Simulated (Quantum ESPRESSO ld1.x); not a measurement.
Values are calculated unless marked as measured or tabulated.
Radial electron density D(r) = 4 pi r^2 rho(r) of an atom or ion with 67 electrons. Code: ld1.x of Quantum ESPRESSO 7.5. Model: Dirac Kohn-Sham, PBE, spin-unpolarised, spherical densities, point nucleus.

r (bohr),D(r) (e/bohr)
0.001398,8.645
0.001895,13.74
0.002588,21.57
0.003536,32.73
0.004831,47.41
0.006547,64.09
0.008945,80.51
0.01222,91.04
0.01669,91.37
0.02263,84.43
0.03091,82.67
0.04223,98.02
0.05769,117.7
0.07818,112.6
0.1068,92.22
0.1459,99.03
0.1994,103.0
0.2702,65.24
0.3691,48.90
0.5042,57.66
0.6889,38.65
0.9411,17.99
1.275,10.47
1.742,5.442
2.38,2.049
3.252,0.9583
4.407,0.5317
6.021,0.1702
8.226,0.02491
11.24,0.001371

What is the nuclear charge?

Answer. Z = 67. The innermost maximum, from 1s, lies near gamma/Z bohr with gamma = sqrt(1 - (Z/c)^2) = 0.872, here 0.013 bohr (found: 0.0143), and its height grows with Z. The density is that of neutral holmium in [Kr] 4d10 4f13 5p6 6s2; the configuration itself is not fixed sharply by these data, and Z only to a few units. D(r) has 4 maxima, at r = 0.0143, 0.0640, 0.178, 0.488 bohr, and minima at 0.0279, 0.117, 0.346 bohr, inside which lie 2.02, 11.17, 29.58 electrons.
